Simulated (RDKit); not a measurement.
Job for RDKit: UFF on CH4BFO (SMILES COBF).

```python
from rdkit import Chem
from rdkit.Chem import AllChem, rdDetermineBonds

blocks = [
'''8

C    -1.06172045    0.12294319    0.17450762
O     0.17403782   -0.53215449    0.47223421
B     1.32767392   -0.25656047   -0.15193272
F     1.39272181    0.67159627   -1.11509191
H    -0.94521153    0.86517932   -0.61444407
H    -1.78278425   -0.63257897   -0.13579011
H    -1.41981777    0.60599191    1.08305403
H     2.31510046   -0.84441675    0.15142529
''',
]
mol = None
for b in blocks:
    f = Chem.MolFromXYZBlock(b)
    rdDetermineBonds.DetermineBonds(f, charge=0)
    mol = f if mol is None else Chem.CombineMols(mol, f)
Chem.SanitizeMol(mol)
print(Chem.MolToSmiles(Chem.RemoveHs(mol)))
ff = AllChem.UFFGetMoleculeForceField(mol, vdwThresh=100.0, ignoreInterfragInteractions=False)
e = ff.CalcEnergy()
print(f'UFF energy {e:.6f} kcal/mol')
```

The log:

```
COBF
UFF energy 37.258746 kcal/mol
```

The run finished.

Cost: very roughly 0.010 core-seconds.
